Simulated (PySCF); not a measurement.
Task: What does the HF/def2-SV(P) structure of `O=C1C=CC(=O)C([SiH3])=C1` look like in three dimensions?

Result: 
```xyz
15
C6H6O2Si angstrom
O     -2.184    2.239    0.032
C     -1.576    1.218    0.027
C     -2.261   -0.103    0.060
C     -1.568   -1.235    0.054
C     -0.078   -1.236    0.014
O      0.534   -2.258    0.008
C      0.633    0.082   -0.019
Si     2.532    0.038   -0.069
C     -0.082    1.207   -0.012
H     -3.343   -0.079    0.089
H     -2.040   -2.208    0.077
H      2.994    1.448   -0.097
H      2.999   -0.660   -1.288
H      3.063   -0.634    1.137
H      0.374    2.190   -0.035
```

Any rigid rotation of these coordinates is as good. Atoms count from 1 in this order. The 9 heavy atoms lie in one plane (0.000 Å rms). Si8 (SiH3 silicon) is tetrahedral (angles from 106.9° to 110.3°). The 6-membered ring C2–C3–C4–C5–C7–C9 has internal angles of 117.0° to 122.8°; it is planar, 0.00 Å rms from its mean plane, widest ring torsion 0°. The C–C distances run from 1.327 Å (C3=C4, drawn double) to 1.498 Å (C5–C7, drawn single), a spread of 0.171 Å.

Bonds between heavy atoms (Å): O1=C2 1.188, C2–C3 1.489, C3=C4 1.327, C4–C5 1.491, C5=O6 1.191, C5–C7 1.498, C7–Si8 1.900, C7=C9 1.334, C2–C9 1.494.

Theory: HF/def2-SV(P) geometry optimisation, gas phase in PySCF 2.14.0.

Point group: Cs (every atom within 0.08 Å of its image). Not checked by HF/def2-SV(P) frequencies.
